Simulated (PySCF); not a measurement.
## Electronic absorption of C4H16Ge3

Species: C4H16Ge3.
Cartesian coordinates in Å at the PBE0-D3(BJ)/def2-SVP level; atoms count from 1:
```
atom  x, y, z in Å
C1    -2.8220   -0.5955   -0.3753
C2    -1.3956   -0.1192   -0.1003
C3    -1.2288    1.3325   -0.5467
C4    -1.0791   -0.2564    1.3877
Ge5   -0.1545   -1.2650   -1.1507
Ge6    2.1161   -0.4036   -1.1767
Ge7    2.9159    0.2888    1.0043
H8    -3.5447    0.0184    0.1921
H9    -3.0846   -0.5147   -1.4418
H10   -2.9706   -1.6436   -0.0696
H11   -0.2105    1.7085   -0.3558
H12   -1.4384    1.4600   -1.6209
H13   -1.9278    1.9857    0.0057
H14   -1.7778    0.3575    1.9839
H15   -1.1716   -1.2974    1.7347
H16   -0.0621    0.0903    1.6295
H17   -0.1566   -2.6975   -0.5708
H18   -0.6604   -1.3427   -2.6104
H19    2.2009    0.8156   -2.1209
H20    3.0801   -1.4731   -1.7323
H21    4.4011    0.6956    0.9428
H22    2.7636   -0.8519    2.0288
H23    2.1096    1.5003    1.5125
```

Theory: PySCF 2.14.0, density-fitted response routines, TDDFT wB97X-D/def2-SVPD, vertical, gas phase, core orbitals frozen in the response. The wB97X-D/def2-SVPD calculation is non-relativistic and has no spin–orbit coupling, an omission that weighs most on germanium.

Question: List the vertical singlet excitations with oscillator strengths and describe the spectrum.

Answer: 

```tsv
state	E (eV)	E (hartree)	f	|μ| (D)	main configurations (H = HOMO, L = LUMO)
S1	6.76	0.2484	0.199	2.79	H→L (74%)
S2	6.97	0.2560	0.035	1.14	H→L+3 (45%), H→L+1 (35%)
S3	7.01	0.2578	0.249	3.06	H→L+1 (35%), H→L+3 (26%), H→L+2 (18%)
S4	7.06	0.2596	0.082	1.75	H-1→L (63%), H→L+2 (15%)
S5	7.27	0.2670	0.083	1.74	H→L+2 (33%), H-1→L+2 (18%), H-1→L+1 (16%)
S6	7.39	0.2714	0.258	3.04	H-1→L+1 (26%), H→L+4 (18%), H→L+2 (18%)
S7	7.50	0.2756	0.103	1.90	H-1→L+1 (31%), H-1→L+2 (25%)
S8	7.58	0.2786	0.070	1.56	H→L+5 (44%), H-2→L (14%), H-1→L+3 (13%)
S9	7.69	0.2825	0.069	1.54	H-2→L (33%), H-2→L+2 (14%), H-1→L+4 (11%)
S10	7.75	0.2846	0.020	0.82	H-1→L+3 (37%), H→L+5 (17%), H-1→L+5 (12%)
```

Triplets (Tamm–Dancoff): T1 5.98 eV, H→L (65%), H-1→L (13%); T2 6.45 eV, H→L+3 (43%), H→L+1 (27%); T3 6.49 eV, H→L+1 (31%), H→L+2 (17%), H→L+3 (12%); T4 6.61 eV, H→L+3 (22%), H→L+2 (20%), H-1→L (14%).

The lowest singlet lies at 6.76 eV (183 nm, vacuum ultraviolet) and is strong; its leading configuration is HOMO→LUMO (74%). The most intense listed level is S6 at 7.39 eV (168 nm, f = 0.258), 0.63 eV above S1. Löwdin shares by element: HOMO germanium 58%, carbon 14% or more (atoms not listed hold the other 28%); LUMO germanium 54%, hydrogen 11% or more (atoms not listed hold the other 35%). Weighted by f, the mean energy of these states is 7.20 eV. Orbital energies (eV): HOMO-3 -10.98, HOMO-2 -10.30, HOMO-1 -9.58, HOMO -9.18, LUMO 1.38, LUMO+1 1.69, LUMO+2 1.80. Of the 10 states listed, 10 reach f = 0.01 and none stays under 0.0005. No computed singlet lies in the visible range (380 to 750 nm); the lowest, at 183 nm, stands 3.50 eV above its violet end (3.26 eV). All these states lie below the vertical ionisation energy of 9.15 eV (ΔSCF). Only the lowest 10 singlets were computed, as vertical energies without vibronic structure.

On Arm Neoverse V2, one thread, shared host with 96 logical CPUs at a one-minute load of 84, this took 15 min and 1.8 GiB of memory at its peak.

One conformer stands for the species.

Without π bonds the low states are Rydberg-like; a valence basis with one diffuse set may place them up to an eV too high.
